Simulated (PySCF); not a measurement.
# Relaxation of singlet SrI₂

Method: PySCF, PBE0, basis Sr def2-TZVP with ECP28, I def2-TZVP with ECP28 (scalar-relativistic core potentials, no spin–orbit coupling, density fitting). A (50,194) grid was used.

A hand-made bent start, of C2v symmetry, held to at least that symmetry:

Coordinates in bohr (charge 0 multiplicity 1):
```
Sr    0.0000    0.0000   -2.5602
I     4.9225    0.0000    0.8867
I    -4.9225    0.0000    0.8867
```

Optimiser trace:
```csv
step,E − E(last) (kJ/mol),largest gradient (Eh/bohr)
0,42.64,0.02859
1,23.80,0.02014
2,7.52,0.00315
3,5.90,0.00238
4,2.57,0.00299
5,1.53,0.00273
6,0.47,0.00125
7,0.06,0.00088
8,0.00,0.00029
9,-0.01,0.00013
10,0.01,0.00047
11,0.00,0.00012
12,0.00,0.00001
```

It ends at C2v with Sr–I 2.988 Å (×2); I–Sr–I 164.0° (after a last refinement on a finer grid). A frequency run shows a minimum. Other isomers or separated fragments may lie lower.

Final geometry:
```xyz
3
charge 0 multiplicity 1, angstrom
Sr    0.0000    0.0000   -0.3059
I     2.9584    0.0000    0.1102
I    -2.9584    0.0000    0.1102
```

The relaxation took 30 s on 4 threads of a shared Arm Neoverse V1 host, with 133 basis functions and 13 gradients; the process peaked at 0.65 GiB.
